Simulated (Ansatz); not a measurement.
Z-matrix (Å, degrees):
```
Al
C 1 1.938
C 1 1.944 2 118.5
Si 1 2.444 2 123.7 3 -173.7
O 1 1.967 2 113.8 3 41.4
C 2 1.335 1 120.1 3 172.1
H 2 1.090 1 123.2 3 -7.2
H 3 1.104 1 170.8 2 -84.0
H 4 1.492 1 112.6 2 -44.3
H 4 1.493 1 111.5 2 75.7
H 4 1.492 1 111.4 2 -164.9
H 6 1.089 2 123.0 1 -179.3
H 6 1.089 2 122.0 1 0.9
```

Total charge 0; spin multiplicity 1. The bonds changed during the relaxation, so this is another structure than the one it started from.

List the r2SCAN/def2-TZVPP orbital energies in eV (Ansatz). (Best estimate.)

Computed: Occupied: -1790.42, -1516.88, -517.54, -275.77, -273.26, -272.67, -140.94, -110.38, -95.79, -95.79, -95.77, -70.66, -70.57, -70.48, -29.06, -19.68, -16.07, -14.53, -13.53, -13.08, -11.72, -11.45, -11.28, -9.97, -8.54, -8.53, -7.94, -7.18, -6.56, -6.23. Lowest empty: -3.10, -1.57, -0.38, -0.18, 0.42, 1.33, 1.70, 1.84.
